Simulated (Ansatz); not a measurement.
Species: C2H9O2Si, charge 1, multiplicity 1. It need not be the lowest isomer of its formula. 
Coordinates optimised at B3LYP-D3(BJ)/def2-TZVP (Ansatz, an electronic-structure program):
```
Si
O 1 1.6123
H 2 0.9617 1 125.62
C 1 1.8294 2 110.98 3 -156.56
H 4 1.0908 1 111.79 2 -166.57
H 4 1.0919 5 109.18 1 -124.04
H 4 1.0929 5 108.04 6 -116.09
C 1 1.8371 2 117.63 3 -10.91
H 8 1.0918 1 111.47 2 169.80
H 8 1.0923 9 108.86 1 125.06
H 8 1.0932 9 107.33 10 115.72
O 1 1.8894 2 102.42 3 97.24
H 12 0.9706 1 121.70 2 -89.25
H 12 0.9717 13 109.79 1 -147.82
```
Charge +1, spin multiplicity 1.

Total electronic energies in hartree. Correlated levels leave the core frozen unless marked. Spin-orbit coupling is left out. No relativistic terms. CBS marks a two-point X^-3 extrapolation of the correlation energy; Hartree-Fock from the larger set.

| level | program | energy (Eh) |
|---|---|---|
| HF/STO-3G | Ansatz | -513.26024 |
| HF/cc-pV(D+d)Z | Ansatz | -519.52052 |
| HF/cc-pV(T+d)Z | Ansatz | -519.62024 |
| HF/cc-pVTZ | Ansatz | -519.61464 |
| RI-HF/cc-pV(Q+d)Z | Ansatz | -519.64151 |
| BLYP-D4/def2-TZVPD | Ansatz + dftd4 | -521.46359 |
| B3LYP-D3(BJ)/def2-TZVPD | Ansatz + dftd3 | -521.57372 |
| PBE0/6-31G* | Ansatz | -520.99576 |
| PBE0/def2-TZVPD | Ansatz | -521.14564 |
| HSE06-D4/def2-TZVPD | Ansatz + dftd4 | -521.13416 |
| LC-wPBE/def2-TZVPD | Ansatz | -521.30909 |
| wB97M-V/def2-TZVPD | Ansatz | -521.40978 |
| B2PLYP-D3(BJ)/def2-TZVPD | Ansatz + dftd3 | -521.23598 |
| PBE-QIDH/def2-TZVPD | Ansatz | -521.02860 |
| RPA@PBE/cc-pV(T+d)Z | Ansatz | -521.12571 |
| RI-MP2/cc-pV(T+d)Z | Ansatz | -520.57887 |
| SCS-MP2/6-31G | Ansatz | -519.81950 |
| CCSD/6-31G | Ansatz | -519.85863 |
| CCSD/6-31G* | Ansatz | -520.21890 |
| CCSD/cc-pVTZ | Ansatz | -520.61471 |
| CCSD/cc-pV(Q+d)Z | Ansatz | -520.70164 |
| CCSD(T)/cc-pV(D+d)Z | Ansatz | -520.35636 |
| CCSD(T)/CBS(cc-pV(T+d)Z,cc-pV(Q+d)Z) | Ansatz | -520.7878 |

Totals of different functionals don't rank their quality; only differences between species are comparable.
